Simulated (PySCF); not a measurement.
These 2 structures share the formula C8H9NO. The calculation used PBE0-D3(BJ)/def2-SVP geometry optimisation, gas phase (PySCF). Energies are electronic, without zero-point or thermal terms, for one conformer each. No frequencies were run at this level. Point groups hold within 0.08 Å.

Problem. Order them by energy at this level, lowest first, and give relative energies in kJ/mol.
A. `[NH2:1][CH2:2][c:3]1[cH:4][cH:5][c:6]([CH:7]=[O:8])[cH:9][cH:10]1` with H–N1–C2–C3 -171° and 71°, N1–C2–C3–C4 24°, C5–C6–C7–O8 180°
B. `[CH:1]#[C:2][C:3](=[CH2:4])[C:5](=[CH2:6])[CH2:7][C:8]([NH2:9])=[O:10]` with C2–C3–C5–C6 142°, C3–C5–C7–C8 -71°, C5–C7–C8–N9 82°, C7–C8–N9–H -3° and -175°

Solution. A (0.0), B (244.7).

As drawn, the lower has an aromatic ring, which the higher lacks; the higher has a C≡C bond, a C(=O)–N unit and a C=C bond outside aromatic rings, which the lower lacks.

```
              SMILES      E (Eh)  E rel (kJ/mol)  dipole (D)  point group       A, B, C (MHz)
     NCc1ccc(C=O)cc1  -439.42584             0.0        4.51           C1  4503, 678.7, 596.9
C#CC(=C)C(=C)CC(N)=O  -439.33265           244.7        3.61           C1   1706, 1117, 844.8
```
